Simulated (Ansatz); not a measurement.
C2H8BNSi can be A, `N[SiH]1BCC1`, or B, `C=NB(C)[SiH3]`.

Computed with Ansatz on PBE0-D4/def2-TZVP structures; ΔE is electronic, products minus reactants. CCSD(T)/CBS is the MP2 limit (def2-TZVPP, def2-QZVPP) plus CCSD(T) − MP2 in def2-TZVPP, frozen cores. DFT in def2-TZVPP. B3LYP here is the variant with VWN-RPA as its local correlation; programs differ in this. Each species was taken in one conformer, which may not be the lowest.

Question: Which isomer does CCSD(T)/CBS put lower? Give the gap. (Estimate.)

Answer: The calculation gave: B, by 39.0 kJ/mol.

Question: Give E(B) − E(A) in kJ/mol with PBE0-D4, B3LYP, MP2/def2-TZVPP, PBE-D4, B2PLYP, CCSD(T)/def2-TZVPP, r2SCAN-D4. (Estimate.)

Answer: Computed: PBE0-D4 -42.1, B3LYP -73.4, MP2/def2-TZVPP -33.6, PBE-D4 -63.4, B2PLYP -59.3, CCSD(T)/def2-TZVPP -47.4, r2SCAN-D4 -55.0. None reverses the order clearly.

Largest T1 diagnostic: 0.015.

The D4 term adds +3.1 kJ/mol with B3LYP and +1.2 kJ/mol with PBE0; it sums over pairs of atoms, weighted by their polarisabilities, and B3LYP, whose exchange is more repulsive, gets the larger term. In def2-TZVPP, CCSD(T) changes the Hartree–Fock value by +4.5 kJ/mol (the triples alone add −4.2 kJ/mol) and MP2 by +18.3 kJ/mol.
